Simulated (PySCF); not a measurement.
## Electronic absorption of [C5H3F2S]+

Species: C5H3F2S (charge +1).
SMILES: `FC1=C[S+]=CC(F)=C1`

Level of theory: TDDFT PBE0/def2-SVPD, vertical, gas phase, core orbitals frozen in the response in PySCF 2.14.0, density-fitted response routines. Isolated species at its GFN2-xTB geometry, gas phase.

```
state  E (eV)  ν̃ (cm⁻¹)       f  |μ| (D)  symmetry  main configurations (H = HOMO, L = LUMO)
   S1    4.51      36400   0.067     1.98  B1 or B2                                 H→L (92%)
   S2    5.15      41560   0.063     1.80        A1                  H-1→L (87%), H→L+1 (11%)
   S3    6.10      49220  0.0058     0.50  B1 or B2                               H-2→L (99%)
   S4    6.66      53680  0.0000     0.00         –                               H-3→L (98%)
   S5    6.72      54230   0.348     3.69        A1                   H→L+1 (85%), H-1→L (9%)
   S6    6.86      55290   0.269     3.21  B1 or B2                             H-1→L+1 (89%)
```

Triplets, Tamm–Dancoff:

| state | E (eV) | λ (nm) | main configurations (H = HOMO, L = LUMO) |
| --- | --- | --- | --- |
| T1 | 2.96 | 419.2 | H→L (99%) |
| T2 | 3.41 | 364.0 | H-1→L (95%) |

The lowest singlet comes at 275 nm (435 kJ/mol) in the ultraviolet; it is of moderate strength; its leading configuration is HOMO→LUMO (92%). The most intense listed level is S5 at 6.72 eV (184 nm, f = 0.348), 2.21 eV above S1. Löwdin shares by element: HOMO carbon 73% or more (atoms not listed hold the other 27%); LUMO carbon 55% or more, sulfur 27% (atoms not listed hold the other 18%). The listed states span 2.34 eV, and the widest gap between neighbours is 0.95 eV (S2 to S3). Weighted by f, the mean energy of these states is 6.44 eV. Of the 6 states listed, 4 reach f = 0.01 and 1 stays under 0.0005. Symmetry labels in C2v follow from the direction of the transition dipole and are given only for states with f of 0.002 or more; B1 and B2 swap with the choice of axes. Singlets were solved by full linear response, triplets in the Tamm–Dancoff approximation.
